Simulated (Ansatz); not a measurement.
Input file for CH₅AlOSe (`C[O][AlH][SeH]`):

```yaml
crystal:
  periodic: [false, false, false]
  atoms:
    - {symbol: C, position_ang: [0.134699, 1.404794, 0.241315]}
    - {symbol: O, position_ang: [0.713189, 0.390555, -0.521197]}
    - {symbol: Al, position_ang: [0.521778, -1.259465, -0.762965]}
    - {symbol: Se, position_ang: [-1.114846, -2.445428, 0.376805]}
    - {symbol: H, position_ang: [-0.301248, 2.166289, -0.413180]}
    - {symbol: H, position_ang: [-0.657997, 1.035403, 0.904619]}
    - {symbol: H, position_ang: [0.895802, 1.887122, 0.862718]}
    - {symbol: H, position_ang: [1.471705, -1.991070, -1.776759]}
    - {symbol: H, position_ang: [-1.574482, -1.234399, 1.071643]}
basis:
  gaussian: {orbitals: def2-TZVPP}
correlation: {method: ccsd_t}
```

```sh
$ ansatz run in.yaml --threads 4 --pin off --events-out ev --progress --plain --max-ram 10444MiB
```

Log, shortened:

```
Functional definition: HF
1350 factors; integrals over basis functions are off by at most 1.2e-3 eV
mean field evaluation 1: about -75033.3370 eV, gradient 3.7e1 eV
mean field evaluation 2: about -75033.5466 eV, gradient 3.7e1 eV
mean field evaluation 4: about -75036.6702 eV, gradient 3.7e0 eV
mean field evaluation 8: about -75036.7339 eV, gradient 3.0e-1 eV
mean field -75036.73436342 eV, -2757.5491261304 hartree, gradient 5.3e-6 eV, S^2 0.000000; 0 other end points of the search recorded, 0 dependent functions left out
16 core orbitals not correlated: weight in the atoms' cores, before any rotation towards them, 1.000 or more for the frozen orbitals, at most 0.000 for the correlated occupied ones
reference -75036.73436342 eV, -2757.5491261304 hartree; 17, 17 occupied and 189, 189 virtual orbitals, 1350 factors
second order -20.76369237 eV of doubles, -0.00000000 eV of singles
cycle   1  -20.98507214 eV  change   -2.2e-1 eV  update   9.9e-2
cycle   2  -21.51697235 eV  change   -5.3e-1 eV  update   2.9e-2
cycle   3  -21.62492013 eV  change   -1.1e-1 eV  update   1.6e-2
cycle   4  -21.61149774 eV  change    1.3e-2 eV  update   4.0e-3
cycle   5  -21.61045870 eV  change    1.0e-3 eV  update   2.0e-3
cycle   6  -21.61107831 eV  change   -6.2e-4 eV  update   6.1e-4
cycle   7  -21.61067699 eV  change    4.0e-4 eV  update   2.4e-4
cycle   8  -21.61065666 eV  change    2.0e-5 eV  update   6.8e-5
cycle   9  -21.61069315 eV  change   -3.6e-5 eV  update   2.4e-5
perturbative correction -0.78431512 eV, -0.0288230489 hartree
Total energy: -75059.12937168 eV, -2758.3721275041 hartree
```

Hardware: 4 threads of an Arm Neoverse V2 on a shared host. Wall time 90 s, peak host memory 3.5 GiB.

MP2 recovers 92.7 % of the CCSD(T) correlation energy and the triples give 3.5 %; T1 = 0.0108.
